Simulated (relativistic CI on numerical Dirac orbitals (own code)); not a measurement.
Ligand-field terms of d6

Computed with a parametric ligand-field model of a d^n configuration (Racah B and C, spin-orbit zeta, crystal field), exact diagonalisation.

Field parameters in Wybourne normalisation: Oh B⁴₀ = 21Dq, B⁴₄ = √(5/14) B⁴₀; Td as Oh with Dq negative (B⁴₀ = 21Dq, B⁴₄ = √(5/14) B⁴₀). The field is a parameter set, without covalency.

(1) Lowest levels for B = 930, C = 4140, ζ = 80 cm⁻¹, Oh, 10Dq = 31600 cm⁻¹?

(2) Lowest levels for B = 690, C = 3390, ζ = 70 cm⁻¹, Oh, 10Dq = 7550 cm⁻¹?

(3) Lowest levels for B = 470, C = 1970, ζ = 700 cm⁻¹, Td, 10Dq = -8550 cm⁻¹?

(4) Lowest levels for B = 550, C = 2490, ζ = 800 cm⁻¹, Oh, 10Dq = 20900 cm⁻¹?

(5) Lowest levels for B = 970, C = 4900, ζ = 50 cm⁻¹, Oh, 10Dq = 16850 cm⁻¹?

## Answers

(1) A1 0 (S 0.00), E 19998 (S 1.00), T2 19998 (S 1.00), T1 20053 (S 1.00), A1 20081 (S 1.00), T1 26074 (S 1.00), E 26076 (S 1.00), T2 26135 (S 1.00), A2 26166 (S 1.00) cm⁻¹, with S from ⟨S²⟩ = S(S + 1). The ground level has 0.04 electrons in the cubic e pair.

(2) T2 0 (S 2.00), E 34 (S 2.00), T1 35 (S 2.00), A1 86 (S 2.00), T1 87 (S 2.00), T2 87 (S 2.00), A2 7603 (S 2.00), T2 7603 (S 2.00), E 7603 (S 2.00) cm⁻¹, with S from ⟨S²⟩ = S(S + 1). The ground level has 2.00 electrons in the cubic e pair.

(3) A1 0 (S 1.95), T1 54 (S 1.96), E 85 (S 1.95), T2 192 (S 1.97), A2 310 (S 2.00), T2 3150 (S 1.03), E 3278 (S 1.07), T1 3893 (S 1.06), A1 4066 (S 1.06) cm⁻¹, with S from ⟨S²⟩ = S(S + 1). The ground level has 3.04 electrons in the cubic e pair.

(4) A1 0 (S 0.03), E 13609 (S 1.02), T2 13669 (S 1.02), T1 14128 (S 1.04), A1 14525 (S 1.04), T1 17204 (S 1.00), E 17478 (S 1.05), T2 17968 (S 1.07), A2 18334 (S 1.00) cm⁻¹, with S from ⟨S²⟩ = S(S + 1). The ground level has 0.05 electrons in the cubic e pair.

(5) T2 0 (S 2.00), E 25 (S 2.00), T1 25 (S 2.00), A1 62 (S 2.00), T1 62 (S 2.00), T2 62 (S 2.00), A1 6679 (S 0.00), E 10304 (S 1.00), T2 10304 (S 1.00) cm⁻¹, with S from ⟨S²⟩ = S(S + 1). The ground level has 2.00 electrons in the cubic e pair.
